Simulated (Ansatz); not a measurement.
PBE exchange is replaced step by step with exact exchange (0 % is PBE, 25 % PBE0; no dispersion term), basis def2-TZVPD, Ansatz. System: [Cu(OH)4]- (CuO₄H₄⁻). Total charge -1; singlet. Geometry: PBE0-D4/def2-SVPD, each spin state at its own.

Geometry of the singlet:

```xyz
9

Cu    0.0000   -0.0001    0.0000
O    -1.2736    1.2217   -0.4764
H    -1.7565    1.3062    0.3525
O     0.6947    0.0652   -1.6896
H     0.1024    0.7043   -2.0997
O     1.2736   -1.2217    0.4764
H     1.7565   -1.3060   -0.3526
O    -0.6947   -0.0653    1.6896
H    -0.1024   -0.7043    2.0999
```

At PBE-D4/def2-TZVPD the highest occupied level of the charge -1 triplet lies above zero (up to 0.12 eV). It is a level of α spin, whose loss leaves a doublet; that state wasn't run at this geometry and level. The electron is either unbound and held by the finite basis, or the level is raised by self-interaction error. At PBE-D4/def2-TZVPD the gap within one spin of the charge -1 triplet nearly closes, so an electron or hole may be smeared out by delocalisation error.

| exact exchange (%) | HOMO (eV) | LUMO (eV) | gap (eV) | triplet − singlet (kJ/mol) |
| --- | --- | --- | --- | --- |
| 0 | -0.88 | 0.89 | 1.77 | 122.0 |
| 5 | -1.27 | 1.05 | 2.33 | 126.3 |
| 10 | -1.67 | 1.22 | 2.89 | 130.2 |
| 25 | -2.84 | 1.76 | 4.60 | 136.6 |
| 35 | -3.62 | 2.14 | 5.76 | 136.9 |
| 50 | -4.75 | 2.77 | 7.52 | 130.4 |

**Question.** Estimate the row for 15 %.

**Answer.** 
| exact exchange (%) | HOMO (eV) | LUMO (eV) | gap (eV) | triplet − singlet (kJ/mol) |
| --- | --- | --- | --- | --- |
| 15 | -2.06 | 1.40 | 3.46 | 133.4 |
